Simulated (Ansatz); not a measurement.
Reaction (cleavage of the Ge–Si bond): `Cl[SiH2][GeH2][Cl]` + CH₃SH → `C[S][GeH2][Cl]` + `[SiH3]Cl`

Calculated with Ansatz (gas phase, PBE0-D4/def2-TZVP geometries, no zero-point term in ΔE). CCSD(T)/CBS is the MP2 limit (def2-TZVPP, def2-QZVPP) plus CCSD(T) − MP2 in def2-TZVPP, frozen cores. This one scheme is used for every species. Functionals use def2-TZVPP. HSE06 is defined as in plane-wave codes. For Ge outer-core shells are correlated without core-valence functions, which leaves a few kJ/mol of doubt a bond. Scalar relativity is left out up to krypton. One conformer a species, not always the lowest.

```
             level  ΔE (kJ/mol)
           PBE0-D4        -36.8
          HSE06-D4        -36.8
         CAM-B3LYP        -39.9
RPA@PBE/def2-TZVPP        -41.3
```

Problem. What does CCSD(T)/CBS give? (Best estimate.)

Solution. Computed: -42.0 kJ/mol. The listed levels differ from it by 5.2, 5.2, 2.1, 0.7 kJ/mol.

Largest T1 diagnostic among the species: 0.010.

From BLYP to BHLYP (50 % exact exchange), in def2-TZVPP and without D4, ΔE moves by −5.4 kJ/mol. Leaving LDA and LC-ωPBE aside and taking each functional with its dispersion term where it has one, the values, not all of them listed here, spread over 8.4 kJ/mol, from B2PLYP to PBE-D4. At CCSD(T), def2-SVP lies −3.3 kJ/mol from the extrapolated value and def2-TZVPP −0.7 kJ/mol.
